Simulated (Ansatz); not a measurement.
Mulliken charges of ClFGeH$_{4}$OSi (`F[SiH](Cl)[O][GeH3]`) from PBE/def2-TZVPP in Ansatz (PBE0-D4/def2-TZVP geometry).

```
atom   x (Å)   y (Å)   z (Å)  charge (e)
  F1   1.888  -1.258  -0.996      -0.261
 Si2   1.496  -0.266   0.180       0.642
 Cl3   1.846   1.623  -0.521      -0.224
  O4  -0.043  -0.444   0.581      -0.381
 Ge5  -1.626   0.136  -0.022       0.282
  H6   2.370  -0.542   1.327      -0.072
  H7  -2.650  -0.788   0.641       0.003
  H8  -1.629   0.005  -1.551       0.007
  H9  -1.778   1.592   0.429       0.004
```

Question: By hand: the dipole of these point charges (1 e Å = 4.8032 D).

Answer: Σ q r = (-0.585, 0.045, 0.162) e Å, of length 0.609 e Å = 2.93 D.

Question: How does the dipole of the full density compare? (Best estimate.)

Answer: Ansatz gave: (-0.411, 0.054, 0.121) e Å, 2.07 D; the point charges give 1.42 times that, at 3° from its direction.

Point charges leave out the atoms' own dipoles, such as those of lone pairs, and Mulliken's split depends on the basis, so the two needn't agree.
